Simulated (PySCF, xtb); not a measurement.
SiClBr, SMILES Cl[Si]Br (connectivity only; charge and spin as stated), neutral, multiplicity 1.

Harmonic wavenumbers (cm⁻¹) from GFN2-xTB run with xtb at its own minimum, in rising order: 151, 368, 454.

What does PySCF with PBE0-D3(BJ)/def2-TZVP give at its own minimum? (Estimate from the structure and the level; the computed values follow.)

161, 409, 517. Paired by order, the mean absolute difference is 38 cm⁻¹ and the zero-point energies are 1.4 and 1.6 kcal/mol.
